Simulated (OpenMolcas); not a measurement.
Mn5+: from CASSCF to CASPT2

```json
{
 "Program": "OpenMolcas",
 "Basis": "ANO-R3 [8s5p5d3f2g1h]",
 "Scalar Hamiltonian": "X2C, finite nucleus",
 "Active space": "2 electrons in 5 orbitals (3d)",
 "State averaging": "2S+1 = 3 even, 10 roots; 2S+1 = 1 even, 15 roots",
 "Spin-orbit coupling": "RASSI with atomic mean-field integrals over the reference wave functions, term energies averaged over their components"
}
```

Methods on the same reference wave functions:
A. CASSCF
B. SS-CASPT2, IPEA 0.25 Eh, imaginary shift 0.1 Eh (closed shells correlated: 3s 3p)

Energies in cm⁻¹ above 3d² ³F₂, the measured ground level; measured values from Corliss and Sugar, J. Phys. Chem. Ref. Data 6, 1253 (1977).

```json
{"Level": "3d² ³F₂", "A": "0.0", "B": "0.0", "Measured": "0.0"}
{"Level": "3d² ³F₃", "A": "730", "B": "737", "Measured": "746"}
{"Level": "3d² ³F₄", "A": "1659", "B": "1665", "Measured": "1669"}
{"Level": "3d² ¹D₂", "A": "18818", "B": "15120", "Measured": "15336"}
{"Level": "3d² ³P₀", "A": "21866", "B": "18490", "Measured": "17782"}
{"Level": "3d² ³P₁", "A": "22127", "B": "18760", "Measured": "18057"}
{"Level": "3d² ³P₂", "A": "22716", "B": "19340", "Measured": "18628"}
{"Level": "3d² ¹G₄", "A": "28793", "B": "25740", "Measured": "25511"}
{"Level": "3d² ¹S₀", "A": "69654", "B": "59900", "Measured": ""}
```

Deviations, from unrounded energies. A percentage is the sum of absolute deviations over the sum of measured energies, with the sign that they share, or ± where signs differ.

```json
{"Against measurement": "mean absolute deviation (cm-1)", "Levels": "7", "A": "2700", "B": "370"}
{"Against measurement": "fine structure of the ground term (%)", "Levels": "2", "A": "-1.1", "B": "-0.5"}
{"Against measurement": "other terms of the ground configuration (%)", "Levels": "5", "A": "+19.9", "B": "±2.7"}
```

B lies closest to measurement on these levels. The largest miss of B in the table is 3d² ³P₀, by +710 cm-1. The ranking rests on the paired levels alone, and a cruder setting can come out closer through cancelling errors.

From A to B the spin-free energies of the other terms of 3d² shown, above ³F, scale by factors of 0.79 to 0.89, as is usual when dynamic correlation screens the repulsion within a d or f shell.

The lowest spin-free term lies below A's lowest term by 0.352 hartree in B.

Term energies are means over components that CASPT2 splits; among the terms shown or strongly mixed into the levels shown the widest spread is 690 cm-1 (3d² ¹G, B). Without dynamic correlation excited terms often stand tens of per cent too high (terms of higher spin than the ground term too low), and those without a measured partner can miss by more than the paired ones (holds for A). Computed and measured levels are paired by configuration, term and J; levels that our copy of the source lacks, or whose pairing is in doubt (as where it misses far off the trend of its configuration), stay unpaired and out of the deviations. Only configurations of the active space appear.
